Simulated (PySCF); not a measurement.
PySCF job for 1,1-difluoro-1-methoxyethane (C₃H₆F₂O), SMILES COC(C)(F)F, TDA-LC-ωPBE/def2-SVPD. Coordinates come from a PBE0-D3(BJ)/def2-SVP optimisation. Other conformers were not sampled.

```python
import numpy as np
from pyscf import gto, scf, dft, tdscf

mol = gto.M(
    atom='''
    C     1.69117409   -0.98293930    0.19606228
    O     0.91490104    0.13521888    0.54819873
    C    -0.31686834    0.24085166   -0.02059933
    C    -1.30221352   -0.84586297    0.33227802
    F    -0.79280749    1.43179727    0.37466496
    F    -0.19106106    0.30088601   -1.37714139
    H     1.29468741   -1.91730850    0.63076713
    H     1.76481302   -1.09404720   -0.89748262
    H     2.69490896   -0.80961938    0.60349398
    H    -2.27347619   -0.61034743   -0.12092594
    H    -1.41209396   -0.89833060    1.42323227
    H    -0.96578423   -1.81854386   -0.04883270
    ''',
    basis='def2-SVPD',
    charge=0,
    spin=0,
    max_memory=1600,
    verbose=4,
)
mf = dft.RKS(mol, xc='lc_wpbe').density_fit(auxbasis='def2-universal-jkfit')
mf.grids.level = 3
mf.conv_tol = 1e-9
mf.max_cycle = 100
mf.kernel()
mf.grids = dft.Grids(mol).set(level=1).build(with_non0tab=True)  # coarser grid for the response kernel
td = tdscf.TDA(mf)
td.singlet = True
td.nstates = 10
td.conv_tol = 1e-4
td.positive_eig_threshold = 1e-6
td.kernel(x0=td.get_init_guess(mf, 15))
td.analyze()
tt = tdscf.TDA(mf)
tt.singlet = False
tt.nstates = 4
tt.conv_tol = 1e-4
tt.positive_eig_threshold = 1e-6
tt.kernel(x0=tt.get_init_guess(mf, 9))
tt.analyze(verbose=3)
```

Output:

```
PySCF version 2.14.0

[INPUT] verbose = 4
[INPUT] num. atoms = 12
[INPUT] num. electrons = 50
[INPUT] charge = 0
[INPUT] spin (= nelec alpha-beta = 2S) = 0
[INPUT] symmetry False subgroup None
[INPUT] Mole.unit = angstrom
[INPUT] Symbol           X                Y                Z      unit          X                Y                Z       unit  Magmom
[INPUT]  1 C      1.691174090000  -0.982939300000   0.196062280000 AA    3.195855859061  -1.857486074072   0.370504012558 Bohr   0.0
[INPUT]  2 O      0.914901040000   0.135218880000   0.548198730000 AA    1.728912396680   0.255526650070   1.035945461534 Bohr   0.0
[INPUT]  3 C     -0.316868340000   0.240851660000  -0.020599330000 AA   -0.598794380146   0.455143674047  -0.038927092050 Bohr   0.0
[INPUT]  4 C     -1.302213520000  -0.845862970000   0.332278020000 AA   -2.460826908506  -1.598449352211   0.627914455013 Bohr   0.0
[INPUT]  5 F     -0.792807490000   1.431797270000   0.374664960000 AA   -1.498189025604   2.705704706200   0.708014162871 Bohr   0.0
[INPUT]  6 F     -0.191061060000   0.300886010000  -1.377141390000 AA   -0.361053076469   0.568592153613  -2.602420061903 Bohr   0.0
[INPUT]  7 H      1.294687410000  -1.917308500000   0.630767130000 AA    2.446604621822  -3.623187961301   1.191977124078 Bohr   0.0
[INPUT]  8 H      1.764813020000  -1.094047200000  -0.897482620000 AA    3.335013268867  -2.067449575347  -1.695996353357 Bohr   0.0
[INPUT]  9 H      2.694908960000  -0.809619380000   0.603493980000 AA    5.092639865036  -1.529958893340   1.140438340024 Bohr   0.0
[INPUT] 10 H     -2.273476190000  -0.610347430000  -0.120925940000 AA   -4.296247349820  -1.153389483532  -0.228516907956 Bohr   0.0
[INPUT] 11 H     -1.412093960000  -0.898330600000   1.423232270000 AA   -2.668470846553  -1.697598803316   2.689519201943 Bohr   0.0
[INPUT] 12 H     -0.965784230000  -1.818543860000  -0.048832700000 AA   -1.825067690124  -3.436549840909  -0.092280428923 Bohr   0.0

nuclear repulsion = 277.040790893687
number of shells = 75
number of NR pGTOs = 249
number of NR cGTOs = 177
basis = def2-SVPD
ecp = {}


[settings echo left out]
init E= -393.166078098563
  HOMO = -0.359833050428653  LUMO = 0.0578917557052607  gap/eV = 11.36687
cycle= 1 E= -392.20297358536  delta_E= 0.963  |g|= 0.923  |ddm|= 4.04
  HOMO = -0.378944559597813  LUMO = 0.0732325247482954  gap/eV = 12.30437
cycle= 2 E= -392.220339036887  delta_E= -0.0174  |g|= 0.954  |ddm|= 1.75
  HOMO = -0.428018193819566  LUMO = 0.0811556430052596  gap/eV = 13.85533
cycle= 3 E= -392.363299327799  delta_E= -0.143  |g|= 0.0522  |ddm|= 0.894
  HOMO = -0.420632668180001  LUMO = 0.0829624734915573  gap/eV = 13.70352
cycle= 4 E= -392.363852942744  delta_E= -0.000554  |g|= 0.0206  |ddm|= 0.0905
  HOMO = -0.422133613043526  LUMO = 0.0833667291096365  gap/eV = 13.75536
cycle= 5 E= -392.363949416959  delta_E= -9.65e-05  |g|= 0.00559  |ddm|= 0.0332
  HOMO = -0.422646478885543  LUMO = 0.0833267458464837  gap/eV = 13.76823
cycle= 6 E= -392.363955994125  delta_E= -6.58e-06  |g|= 0.00209  |ddm|= 0.00961
  HOMO = -0.42220727079007  LUMO = 0.0833350663162937  gap/eV = 13.75651
cycle= 7 E= -392.363956425461  delta_E= -4.31e-07  |g|= 0.000542  |ddm|= 0.00264
  HOMO = -0.422291629922646  LUMO = 0.0833348669932477  gap/eV = 13.75880
cycle= 8 E= -392.363956511902  delta_E= -8.64e-08  |g|= 0.0001  |ddm|= 0.00113
  HOMO = -0.422298993622017  LUMO = 0.0833317645496292  gap/eV = 13.75891
cycle= 9 E= -392.363956515357  delta_E= -3.46e-09  |g|= 3.9e-05  |ddm|= 0.000283
  HOMO = -0.422297614622197  LUMO = 0.0833328430082103  gap/eV = 13.75891
cycle= 10 E= -392.363956515819  delta_E= -4.62e-10  |g|= 1.15e-05  |ddm|= 9.58e-05
  HOMO = -0.422296036376451  LUMO = 0.0833329211643603  gap/eV = 13.75886
Extra cycle  E= -392.363956515829  delta_E= -9.78e-12  |g|= 1.2e-05  |ddm|= 2.54e-05
converged SCF energy = -392.363956515829
tot grids = 46152
Overwritten attributes  positive_eig_threshold  of <class 'pyscf.tdscf.rks.TDA'>


******** <class 'pyscf.tdscf.rks.TDA'> for <class 'pyscf.df.df_jk.DFRKS'> ********
nstates = 10 singlet
deg_eia_thresh = 1.000e-03
wfnsym = None
conv_tol = 0.0001
eigh lindep = 1e-12
eigh level_shift = 0
eigh max_cycle = 100


Excitation energies (eV)
[ 8.97603712  9.679831   10.12895488 10.26623024 10.56284399 10.65923725
 10.91684902 10.95868075 11.13322496 11.21007847]

** Singlet excitation energies and oscillator strengths **
Excited State   1:      8.97604 eV    138.13 nm  f=0.0057
      25 -> 26       -0.64020
      25 -> 28       -0.14110
      25 -> 29       -0.11981
      25 -> 32       -0.11810
Excited State   2:      9.67983 eV    128.09 nm  f=0.0270
      25 -> 26        0.14270
      25 -> 27        0.34989
      25 -> 28       -0.42514
      25 -> 29       -0.23393
      25 -> 30       -0.11537
      25 -> 32       -0.20201
      25 -> 35        0.10987
      25 -> 45        0.10112
Excited State   3:     10.12895 eV    122.41 nm  f=0.0116
      24 -> 26       -0.23279
      25 -> 26        0.12212
      25 -> 27       -0.41133
      25 -> 28       -0.33973
      25 -> 30       -0.22734
      25 -> 31        0.10432
      25 -> 32        0.14382
      25 -> 33        0.11850
Excited State   4:     10.26623 eV    120.77 nm  f=0.0154
      23 -> 26        0.10195
      24 -> 26        0.55479
      24 -> 27        0.11759
      24 -> 28        0.16970
      25 -> 27       -0.14914
      25 -> 29       -0.10072
Excited State   5:     10.56284 eV    117.38 nm  f=0.0404
      25 -> 27       -0.12231
      25 -> 28        0.21045
      25 -> 29       -0.58558
      25 -> 33       -0.16917
Excited State   6:     10.65924 eV    116.32 nm  f=0.0159
      25 -> 27        0.23993
      25 -> 30       -0.19981
      25 -> 31       -0.39151
      25 -> 32        0.29564
      25 -> 34        0.18232
      25 -> 35       -0.14398
      25 -> 38       -0.12014
      25 -> 44       -0.16599
Excited State   7:     10.91685 eV    113.57 nm  f=0.0544
      23 -> 26       -0.11118
      24 -> 26       -0.10683
      24 -> 27       -0.38569
      24 -> 28        0.35336
      24 -> 29        0.18106
      24 -> 32        0.18678
      25 -> 31        0.13853
Excited State   8:     10.95868 eV    113.14 nm  f=0.0389
      24 -> 28        0.16938
      24 -> 29        0.11824
      25 -> 27       -0.16691
      25 -> 28       -0.10625
      25 -> 31       -0.44541
      25 -> 34       -0.23768
      25 -> 35        0.16862
      25 -> 36        0.15408
      25 -> 38        0.15369
Excited State   9:     11.13322 eV    111.36 nm  f=0.0161
      23 -> 26        0.11485
      25 -> 28        0.23234
      25 -> 29        0.10011
      25 -> 30       -0.43331
      25 -> 32       -0.11926
      25 -> 33       -0.18171
      25 -> 34       -0.11181
      25 -> 35        0.17405
      25 -> 37        0.11332
      25 -> 38       -0.11201
      25 -> 39        0.11077
Excited State  10:     11.21008 eV    110.60 nm  f=0.0275
      21 -> 26        0.10059
      23 -> 26        0.40280
      23 -> 27       -0.18198
      23 -> 28        0.11484
      24 -> 26       -0.17263
      24 -> 27        0.23197
      24 -> 29        0.18626
      24 -> 31       -0.11646
      25 -> 30        0.12641
      25 -> 34        0.16634
      25 -> 35       -0.10836

** Transition electric dipole moments (AU) **
state          X           Y           Z        Dip. S.      Osc.
  1        -0.0712     -0.0816      0.1185      0.0258      0.0057
  2         0.1245      0.2148     -0.2288      0.1140      0.0270
  3        -0.1452      0.1571     -0.0318      0.0468      0.0116
  4        -0.1371      0.0539     -0.1983      0.0610      0.0154
  5         0.0650     -0.3847     -0.0616      0.1560      0.0404
  6         0.0816      0.1099     -0.2056      0.0610      0.0159
  7         0.2235      0.3323      0.2072      0.2033      0.0544
  8        -0.3264     -0.0847      0.1767      0.1449      0.0389
  9        -0.0042     -0.1636      0.1795      0.0590      0.0161
 10        -0.2520     -0.0840      0.1723      0.1003      0.0275

** Transition velocity dipole moments (imaginary part, AU) **
state          X           Y           Z        Dip. S.      Osc.
  1        -0.0121     -0.0144      0.0373      0.0017      0.0035
  2         0.0582      0.0966     -0.1148      0.0259      0.0485
  3        -0.0804      0.0278      0.0061      0.0073      0.0130
  4        -0.0521      0.0260     -0.0543      0.0063      0.0112
  5         0.0134     -0.1366     -0.0148      0.0191      0.0327
  6         0.0251      0.0307     -0.0384      0.0030      0.0052
  7         0.1122      0.1368      0.1011      0.0415      0.0690
  8        -0.1182     -0.0336      0.0623      0.0190      0.0314
  9        -0.0068     -0.0373      0.0448      0.0034      0.0056
 10        -0.1113     -0.0509      0.0772      0.0209      0.0339

** Transition magnetic dipole moments (imaginary part, AU) **
state          X           Y           Z
  1         0.5521      0.2071      0.6066
  2         0.3132     -0.3373     -0.1000
  3         0.0181      0.4059     -0.7490
  4        -0.5466     -0.2235      0.4543
  5        -0.1128     -0.2352      0.3681
  6        -0.1384     -0.0113     -0.8212
  7        -0.2084      0.0958      0.0274
  8         0.7386      0.0321     -0.0011
  9         0.2958      0.2931      0.2527
 10        -0.0313     -0.8848     -0.4985


******** <class 'pyscf.tdscf.rks.TDA'> for <class 'pyscf.df.df_jk.DFRKS'> ********
nstates = 4 triplet
deg_eia_thresh = 1.000e-03
wfnsym = None
conv_tol = 0.0001
eigh lindep = 1e-12
eigh level_shift = 0
eigh max_cycle = 100


Excitation energies (eV)
[8.74539872 9.13741808 9.80538126 9.93978935]

** Triplet excitation energies and oscillator strengths **
Excited State   1:      8.74540 eV    141.77 nm  f=0.0000
Excited State   2:      9.13742 eV    135.69 nm  f=0.0000
Excited State   3:      9.80538 eV    126.45 nm  f=0.0000
Excited State   4:      9.93979 eV    124.74 nm  f=0.0000
```

The calculation finished and met its thresholds.

Cost: very roughly 4 core-minutes.
